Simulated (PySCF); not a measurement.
# Working out the ionisation energy of Br

Br [Ar] 3d10 4s2 4p5 (2P) → Br⁺ [Ar] 3d10 4s2 4p4 (3P). Computed with PySCF 2.14 in aug-cc-pVTZ-PP with ECP10MDF, with a scalar-relativistic core potential. Frozen: 3s2 3p6 3d10. Energies in hartree (1 hartree = 27.21139 eV):

```json
{"part": "UHF", "Br (lower)": "-415.491803", "Br⁺ (upper)": "-415.097948"}
{"part": "MP2 opposite-spin", "Br (lower)": "-0.106006", "Br⁺ (upper)": "-0.081813"}
{"part": "MP2 same-spin", "Br (lower)": "-0.031085", "Br⁺ (upper)": "-0.023795"}
```

Problem. What does Hartree-Fock give?

Solution. (-415.097948) − (-415.491803) = 0.393855 hartree = 10.717 eV.

Problem. What do MP2 and SCS-MP2 (6/5 opposite-spin, 1/3 same-spin) give?

Solution. The opposite-spin parts differ by 0.658 eV and the same-spin parts by 0.198 eV. MP2: 10.717 + (0.658) + (0.198) = 11.573 eV. SCS-MP2: 10.717 + 1.2 × (0.658) + (0.198)/3 = 11.573 eV.

Measured between the centres of the two terms (NIST): 11.844 eV, so MP2 (valence) is off by -0.271 eV.

What remains against the reference includes basis incompleteness, the frozen core and correlation beyond second order.
